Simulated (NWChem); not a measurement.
All runs are NWChem calculations. System: H3BO3, charge 0, spin multiplicity 1, displaced from the optimised geometry. Level: B3LYP/def2-TZVP, VWN1-RPA local correlation.

The NWChem input:

```
start mol
memory heap 200 mb stack 900 mb global 1100 mb
geometry units angstroms nocenter noautoz
  O      1.152417    -0.818069     0.000000
  B      0.005782    -0.034143     0.000000
  O      0.151722     1.363475     0.000000
  O     -1.216573    -0.708816     0.000000
  H      1.966717    -0.266466     0.000000
  H     -0.683742     1.879516     0.000000
  H     -2.012414    -0.135053     0.000000
  symmetry group Cs
end
basis spherical
  * library def2-tzvp
end
dft
  xc b3lyp
  semidirect memsize 60000000 filesize 0
  iterations 100
  grid xfine
end
task dft gradient
```

Output (cleaned and shortened):

```
             Northwest Computational Chemistry Package (NWChem) 7.3.0
             --------------------------------------------------------

                                NWChem Input Module
                                -------------------

 Scaling coordinates for geometry "geometry" by  1.889725989
 (inverse scale =  0.529177249)

 Turning off AUTOSYM since
 SYMMETRY directive was detected!

                             Geometry "geometry" -> ""
                             -------------------------

 Output coordinates in angstroms (scale by  1.889725989 to convert to a.u.)

  No.       Tag          Charge          X              Y              Z
 ---- ---------------- ---------- -------------- -------------- --------------
    1 O                    8.0000     1.15241700    -0.81806900     0.00000000
    2 B                    5.0000     0.00578200    -0.03414300     0.00000000
    3 O                    8.0000     0.15172200     1.36347500     0.00000000
    4 O                    8.0000    -1.21657300    -0.70881600     0.00000000
    5 H                    1.0000     1.96671700    -0.26646600     0.00000000
    6 H                    1.0000    -0.68374200     1.87951600     0.00000000
    7 H                    1.0000    -2.01241400    -0.13505300     0.00000000

 Effective nuclear repulsion energy (a.u.)     113.7483494843

            Nuclear Dipole moment (a.u.)
            ----------------------------
        X                 Y               Z
 ---------------- ---------------- ----------------
    -0.0000018897     0.0000037795     0.0000000000

      Symmetry information
      --------------------

 Group name             Cs
 Group number              2
 Group order               2
 No. of unique centers     7

      Symmetry unique atoms

     1    2    3    4    5    6    7


 Summary of "ao basis" -> "" (spherical)
 ------------------------------------------------------------------------------
       Tag                 Description            Shells   Functions and Types
 ---------------- ------------------------------  ------  ---------------------
 *                         def2-tzvp                  on all atoms

                                 NWChem DFT Module
                                 -----------------

 Summary of "ao basis" -> "ao basis" (spherical)
 ------------------------------------------------------------------------------
       Tag                 Description            Shells   Functions and Types
 ---------------- ------------------------------  ------  ---------------------
 O                         def2-tzvp                11       31   5s3p2d1f
 B                         def2-tzvp                11       31   5s3p2d1f
 H                         def2-tzvp                 4        6   3s1p

 Summary of "ao basis" -> "ao basis" (spherical)
 ------------------------------------------------------------------------------
       Tag                 Description            Shells   Functions and Types
 ---------------- ------------------------------  ------  ---------------------
 O                         def2-tzvp                11       31   5s3p2d1f
 B                         def2-tzvp                11       31   5s3p2d1f
 H                         def2-tzvp                 4        6   3s1p

      Symmetry analysis of basis
      --------------------------

        a'         99
        a"         43

            General Information
            -------------------
          SCF calculation type: DFT
          Wavefunction type:  closed shell.
          No. of atoms     :     7
          No. of electrons :    32
           Alpha electrons :    16
            Beta electrons :    16
          Charge           :     0
          Spin multiplicity:     1
          Use of symmetry is: on ; symmetry adaption is: on
          Maximum number of iterations: 100
          AO basis - number of functions:   142
                     number of shells:    56
          Convergence on energy requested:  1.00D-06
          Convergence on density requested:  1.00D-05
          Convergence on gradient requested:  5.00D-04

              XC Information
              --------------
                         B3LYP Method XC Potential
                     Hartree-Fock (Exact) Exchange  0.200
                        Slater Exchange Functional  0.800 local
                    Becke 1988 Exchange Functional  0.720 non-local
              Lee-Yang-Parr Correlation Functional  0.810
                  VWN I RPA Correlation Functional  0.190 local

             Grid Information
             ----------------
          Grid used for XC integration:  xfine
          Radial quadrature: Mura-Knowles
          Angular quadrature: Lebedev.
          Tag              B.-S. Rad. Rad. Pts. Rad. Cut. Ang. Pts.
          ---              ---------- --------- --------- ---------
          O                   0.60      100          10.0      1454
          B                   0.85      100           9.0      1454
          H                   0.35      100          12.0      1202
          Grid pruning is: on
          Number of quadrature shells:   700
          Spatial weights used:  Erf1

          Convergence Information
          -----------------------
          Convergence aids based upon iterative change in
          total energy or number of iterations.
          Levelshifting, if invoked, occurs when the
          HOMO/LUMO gap drops below (HL_TOL):  1.00D-02
          DIIS, if invoked, will attempt to extrapolate
          using up to (NFOCK): 10 stored Fock matrices.

                    Damping( 0%)  Levelshifting(0.5)       DIIS
[...]
 d= 0,ls=0.0,diis     5   -252.6030199922 -2.11D-04  8.39D-05  1.17D-03    12.1
  Resetting Diis
 d= 0,ls=0.0,diis     6   -252.6031194184 -9.94D-05  1.08D-05  8.57D-06    13.9
 d= 0,ls=0.0,diis     7   -252.6031201138 -6.95D-07  6.66D-06  9.49D-07    15.8

         Total DFT energy =     -252.603120113800
      One electron energy =     -572.285438530172
           Coulomb energy =      236.975280644803
    Exchange-Corr. energy =      -31.041311712688
 Nuclear repulsion energy =      113.748349484257

 Numeric. integr. density =       31.999999932609

     Total iterative time =     15.2s

                  Occupations of the irreducible representations
                  ----------------------------------------------

                     irrep           alpha         beta
                     --------     --------     --------
                     a'               13.0         13.0
                     a"                3.0          3.0

                       DFT Final Molecular Orbital Analysis
                       ------------------------------------

 Vector   14  Occ=2.000000D+00  E=-3.550662D-01  Symmetry=a'
              MO Center= -5.6D-01,  2.1D-01,  2.0D-15, r^2= 2.5D+00
   Bfn.  Coefficient  Atom+Function         Bfn.  Coefficient  Atom+Function
  ----- ------------  ---------------      ----- ------------  ---------------
   100      0.334134  4 O  py               103      0.269040  4 O  py
    68      0.253601  3 O  px                71      0.205030  3 O  px
    69      0.195973  3 O  py               106      0.175849  4 O  py
    72      0.159296  3 O  py                74      0.132464  3 O  px
    75      0.130718  3 O  py                38     -0.113456  2 B  py

 Vector   15  Occ=2.000000D+00  E=-3.355771D-01  Symmetry=a"
              MO Center= -4.3D-01,  4.3D-01, -2.1D-15, r^2= 2.2D+00
   Bfn.  Coefficient  Atom+Function         Bfn.  Coefficient  Atom+Function
  ----- ------------  ---------------      ----- ------------  ---------------
    70      0.357069  3 O  pz               101     -0.314484  4 O  pz
    73      0.294326  3 O  pz               104     -0.259958  4 O  pz
    76      0.240861  3 O  pz               107     -0.206682  4 O  pz
     8     -0.065941  1 O  pz                11     -0.054808  1 O  pz
    14     -0.040757  1 O  pz                47      0.028887  2 B  d -1

 Vector   16  Occ=2.000000D+00  E=-3.262882D-01  Symmetry=a"
              MO Center=  5.0D-01, -5.9D-01, -3.1D-16, r^2= 2.0D+00
   Bfn.  Coefficient  Atom+Function         Bfn.  Coefficient  Atom+Function
  ----- ------------  ---------------      ----- ------------  ---------------
     8      0.397221  1 O  pz                11      0.325546  1 O  pz
    14      0.251263  1 O  pz               101     -0.235787  4 O  pz
   104     -0.191808  4 O  pz               107     -0.151218  4 O  pz
    70     -0.134458  3 O  pz                73     -0.110572  3 O  pz
    76     -0.091983  3 O  pz                54     -0.039059  2 B  d  1

 Vector   17  Occ=0.000000D+00  E=-1.473505D-02  Symmetry=a'
              MO Center= -1.0D+00,  8.6D-01, -1.4D-15, r^2= 5.1D+00
   Bfn.  Coefficient  Atom+Function         Bfn.  Coefficient  Atom+Function
  ----- ------------  ---------------      ----- ------------  ---------------
    35      0.977603  2 B  s                133     -0.746991  6 H  s
   139     -0.713456  7 H  s                 36     -0.621500  2 B  s
    67      0.387419  3 O  s                 98      0.311693  4 O  s
   105     -0.293187  4 O  px               127     -0.281058  5 H  s
    75      0.231736  3 O  py                74     -0.202903  3 O  px

 Vector   18  Occ=0.000000D+00  E= 4.404998D-02  Symmetry=a'
              MO Center=  1.4D+00,  1.2D-01, -4.4D-17, r^2= 5.5D+00
   Bfn.  Coefficient  Atom+Function         Bfn.  Coefficient  Atom+Function
  ----- ------------  ---------------      ----- ------------  ---------------
   127     -1.072636  5 H  s                  5      1.016737  1 O  s
    36     -0.707101  2 B  s                133      0.619384  6 H  s
   139      0.430623  7 H  s                 43     -0.283518  2 B  px
    98     -0.274447  4 O  s                 74      0.268725  3 O  px
    12      0.243109  1 O  px                13      0.202282  1 O  py

 Vector   19  Occ=0.000000D+00  E= 5.808484D-02  Symmetry=a'
              MO Center= -1.5D+00,  9.3D-01, -2.7D-16, r^2= 5.1D+00
   Bfn.  Coefficient  Atom+Function         Bfn.  Coefficient  Atom+Function
  ----- ------------  ---------------      ----- ------------  ---------------
   139     -1.232515  7 H  s                133      1.205332  6 H  s
    67     -1.053201  3 O  s                 98      1.023088  4 O  s
    74      0.247404  3 O  px                41      0.229941  2 B  py
    43      0.212546  2 B  px                44      0.202191  2 B  py
   105     -0.201475  4 O  px               106      0.194824  4 O  py

 center of mass
 --------------
 x =   0.02221688 y =  -0.04570800 z =   0.00000000

 moments of inertia (a.u.)
 ------------------
         186.062545473782          -1.744204172458           0.000000000000
          -1.744204172458         191.860570312902           0.000000000000
           0.000000000000           0.000000000000         377.923115786684

     Multipole analysis of the density
     ---------------------------------

     L   x y z        total         alpha         beta         nuclear
     -   - - -        -----         -----         ----         -------
     0   0 0 0      0.000000    -16.000000    -16.000000     32.000000

     1   1 0 0     -0.551961     -0.275979     -0.275979     -0.000002
     1   0 1 0      1.063910      0.531953      0.531953      0.000004
     1   0 0 1     -0.000000     -0.000000     -0.000000      0.000000

     2   2 0 0    -11.703131    -61.264719    -61.264719    110.826307
     2   1 1 0     -2.594869     -0.356708     -0.356708     -1.881452
     2   1 0 1     -0.000000     -0.000000     -0.000000      0.000000
     2   0 2 0    -19.306180    -59.421980    -59.421980     99.537780
     2   0 1 1      0.000000      0.000000      0.000000      0.000000
     2   0 0 2    -17.554626     -8.777313     -8.777313      0.000000

            General Information
            -------------------
          SCF calculation type: DFT
          Wavefunction type:  closed shell.
          No. of atoms     :     7
          No. of electrons :    32
           Alpha electrons :    16
            Beta electrons :    16
          Charge           :     0
          Spin multiplicity:     1
          Use of symmetry is: on ; symmetry adaption is: on
          Maximum number of iterations: 100
          AO basis - number of functions:   142
                     number of shells:    56
          Convergence on energy requested:  1.00D-06
          Convergence on density requested:  1.00D-05
          Convergence on gradient requested:  5.00D-04

              XC Information
              --------------
                         B3LYP Method XC Potential
                     Hartree-Fock (Exact) Exchange  0.200
                        Slater Exchange Functional  0.800 local
                    Becke 1988 Exchange Functional  0.720 non-local
              Lee-Yang-Parr Correlation Functional  0.810
                  VWN I RPA Correlation Functional  0.190 local

             Grid Information
             ----------------
          Grid used for XC integration:  xfine
          Radial quadrature: Mura-Knowles
          Angular quadrature: Lebedev.
          Tag              B.-S. Rad. Rad. Pts. Rad. Cut. Ang. Pts.
          ---              ---------- --------- --------- ---------
          O                   0.60      100          10.0      1454
          B                   0.85      100           9.0      1454
          H                   0.35      100          12.0      1202
          Grid pruning is: on
          Number of quadrature shells:   700
          Spatial weights used:  Erf1

          Convergence Information
          -----------------------
          Convergence aids based upon iterative change in
          total energy or number of iterations.
          Levelshifting, if invoked, occurs when the
          HOMO/LUMO gap drops below (HL_TOL):  1.00D-02
          DIIS, if invoked, will attempt to extrapolate
          using up to (NFOCK): 10 stored Fock matrices.

                    Damping( 0%)  Levelshifting(0.5)       DIIS
                  --------------- ------------------- ---------------
          dE  on:    start            ASAP                start
          dE off:    2 iters        100 iters           100 iters

      Screening Tolerance Information
      -------------------------------
          Density screening/tol_rho:  1.00D-10
          AO Gaussian exp screening on grid/accAOfunc:  14
          CD Gaussian exp screening on grid/accCDfunc:  20
          XC Gaussian exp screening on grid/accXCfunc:  20
          Schwarz screening/accCoul:  1.00D-08

                            NWChem DFT Gradient Module
                            --------------------------

  charge          =   0.00
  wavefunction    = closed shell

  Using symmetry

                         DFT ENERGY GRADIENTS

    atom               coordinates                        gradient
                 x          y          z           x          y          z
   1 O       2.177752  -1.545926   0.000000    0.002164  -0.022396   0.000000
   2 B       0.010926  -0.064521   0.000000    0.000427   0.000412   0.000000
   3 O       0.286713   2.576594   0.000000    0.017375   0.008541   0.000000
   4 O      -2.298990  -1.339468   0.000000   -0.002801  -0.019571   0.000000
   5 H       3.716556  -0.503548   0.000000    0.016845   0.010527   0.000000
   6 H      -1.292085   3.551770   0.000000   -0.016933   0.011425   0.000000
   7 H      -3.802911  -0.255213   0.000000   -0.017076   0.011063   0.000000

                 ----------------------------------------
                 |  Time  |  1-e(secs)   |  2-e(secs)   |
                 ----------------------------------------
                 |  CPU   |       0.02   |       8.28   |
                 ----------------------------------------
                 |  WALL  |       0.02   |       8.28   |
                 ----------------------------------------

 Task  times  cpu:       26.4s     wall:       26.4s

 Total times  cpu:       26.4s     wall:       26.4s
```
